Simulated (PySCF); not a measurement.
## How methods differ on the ionisation energy of S⁺

S⁺ [Ne] 3s2 3p3 (4S) → S²⁺ [Ne] 3s2 3p2 (3P), as a difference of total energies. Computed with PySCF 2.14 in aug-cc-pV(T+d)Z with one added diffuse shell each of s, p, d, f type (7s6p5d3f, 71 functions), with the non-relativistic Hamiltonian (point nucleus). Correlated levels: valence: [Ne] frozen. The calculations carry no spin-orbit coupling.

| method | ionisation energy (eV) | plus first-order spin-orbit estimate | error of that sum (eV) |
| --- | --- | --- | --- |
| UHF | 22.721 | 22.660 | -0.678 |
| LDA | 23.399 | 23.338 | 0.000 |
| PBE | 23.321 | 23.259 | -0.079 |
| PBE0 | 23.388 | 23.326 | -0.012 |
| r2SCAN | 23.522 | 23.461 | +0.123 |
| BLYP | 23.020 | 22.959 | -0.379 |
| M06-L | 23.489 | 23.427 | +0.089 |
| HSE06 | 23.372 | 23.311 | -0.027 |
| wB97M-V | 23.067 | 23.005 | -0.333 |
| MP2 (valence) | 23.343 | 23.281 | -0.057 |
| SCS-MP2 (valence) | 23.156 | 23.094 | -0.244 |

Reference: 23.338 eV (measured; NIST Atomic Spectra Database, ionization energies).

A first-order spin-orbit estimate (lowest level to lowest level, LS coupling) adds -0.061 eV.

Errors of the correlated levels include the incompleteness of this basis and the frozen core.
